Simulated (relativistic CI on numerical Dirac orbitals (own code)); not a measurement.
Spin-allowed bands of a d2 ion in an octahedral site, by hand

Problem. Take Δ = 21000 cm⁻¹ and B = 940 cm⁻¹ for a d2 ion in an octahedral site. Calculate the three spin-allowed bands.

Working.
1. The terms of highest spin are 3F (energy 0) and 3P (15B = 14100 cm⁻¹). Here the F term splits into A2 at +1.2Δ = 25200, T2 at +0.2Δ = 4200 and T1 at −0.6Δ = -12600 cm⁻¹.
2. The two T1 states mix through the element 0.4Δ: H = [[-12600, 8400], [8400, 14100]], with roots ½(H₁₁ + H₂₂) ∓ ½√[(H₂₂ − H₁₁)² + 4H₁₂²] = ½(1500) ∓ ½(31546) = -15023 and 16523 cm⁻¹.
3. The ground term is 3T1 at -15023 cm⁻¹.
4. Bands: 3T2 19223 cm⁻¹ (520 nm), 3T1(P) 31546 cm⁻¹ (317 nm), 3A2 40223 cm⁻¹ (249 nm).

Check. Exact diagonalisation of the whole d2 shell with these parameters gives 3T2 19223, 3T1 31546, 3A2 40223 cm⁻¹. The match is exact, since without spin-orbit coupling no other term has this spin. The ratio of the second band to the first, 1.641, depends on Δ/B = 22.3 alone, which is how a Tanabe-Sugano diagram is read.
